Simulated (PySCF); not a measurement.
A run for PySCF: R-B3LYP/6-31G* on CH4O (SMILES CO) with ghost functions.

```python
from pyscf import gto, scf, dft, mp
from pyscf.data.elements import chemcore

mol = gto.M(
    atom='''
    C     0.01969320    0.28763566    4.05545575
    O     0.78028448   -0.69646340    3.37440364
    H     0.44519839    1.29155733    3.94246319
    H     0.03253511    0.02795691    5.11355486
    H    -1.02289176    0.31214655    3.71841726
    H     0.74395680   -0.50688531    2.42904596
    ghost-C    0.34100147    0.38003799    0.13680047
    ghost-C   -0.40149892   -0.53759246    0.33834590
    ghost-H    0.99740560    1.19484969   -0.05179119
    ghost-H   -1.05679938   -1.35443895    0.52284683
    ''',
    basis='6-31g*',
    cart=True,
    charge=0, spin=0, verbose=3, max_memory=1800)
mf = dft.RKS(mol, xc='b3lyp')
mf.conv_tol = 1e-8
mf.max_cycle = 100
mf.kernel()
if not mf.converged:
    mf = mf.newton().run(mf.mo_coeff, mf.mo_occ)
```

Predict the final total energy.

-115.7153 hartree.
